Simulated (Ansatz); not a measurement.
Input for Ansatz (a program for electronic structure): R-PBE/def2-TZVPPD on GeH10Si2 (a complex). Files ending in .json are basis or fitting sets from the Basis Set Exchange.

Ansatz 0.2 input:
```yaml
crystal:
  periodic: [false, false, false]
  atoms:
    - {symbol: Ge, position_ang: [0.01233141, 0.13777355, 0.04474913]}
    - {symbol: H, position_ang: [-1.31819227, 0.71739864, -0.45656267]}
    - {symbol: H, position_ang: [0.68985238, 1.14778768, 0.98215662]}
    - {symbol: H, position_ang: [0.93404062, -0.14895454, -1.15010930]}
    - {symbol: H, position_ang: [-0.25299990, -1.16594684, 0.81128662]}
    - {symbol: Si, position_ang: [1.16315445, -0.03481229, 4.12383303]}
    - {symbol: Si, position_ang: [-1.17685641, -0.13775131, 4.00677915]}
    - {symbol: H, position_ang: [1.62112904, 1.37322096, 4.04177714]}
    - {symbol: H, position_ang: [1.78409950, -0.80305550, 3.01928667]}
    - {symbol: H, position_ang: [1.62256984, -0.60785281, 5.41317455]}
    - {symbol: H, position_ang: [-1.76690265, 0.47809161, 5.22074761]}
    - {symbol: H, position_ang: [-1.62824115, -1.54782940, 3.92322964]}
    - {symbol: H, position_ang: [-1.68387835, 0.59194148, 2.82013200]}
basis:
  gaussian:
    orbitals: def2-TZVPPD.json
hamiltonian:
  xc: {name: PBE}
scf: {lower_state_search: off}
```

Program output:

```
WARN ansatz: RAYON_NUM_THREADS=1 ignored (pool sized by the plan → 1); use --threads N
Functional definition: PBE
these checks for a lower state are left out or cut short: stability, starts, cluster_reference, orbital_swaps, neighbouring_geometries, increment
integrals: 0.37 GiB planned
1573 factors; their error is unknown
mean field: 2.06 GiB planned
mean field evaluation 1: about -72416.4598 eV, gradient 3.1e1 eV
mean field evaluation 2: about -72417.7340 eV, gradient 3.0e1 eV
mean field evaluation 4: about -72418.5862 eV, gradient 9.7e-1 eV
mean field evaluation 8: about -72418.5516 eV, gradient 3.9e-1 eV
mean field evaluation 16: about -72418.5518 eV, gradient 1.3e-5 eV
mean field -72418.55182371 eV, -2661.3326924640 hartree, gradient 4.4e-6 eV, S^2 0.000000; 0 other end points of the search recorded, 0 dependent functions left out
reference -72418.55188070 eV, -2661.3326945582 hartree; 35, 35 occupied and 285, 285 virtual orbitals, 1573 factors
Total energy: -72418.55188070 eV, -2661.3326945582 hartree
Checks for a lower state left out: stability, starts, cluster_reference, orbital_swaps, neighbouring_geometries, increment
```

Self-consistency was reached.

Cost: around 5 core-seconds (rough).
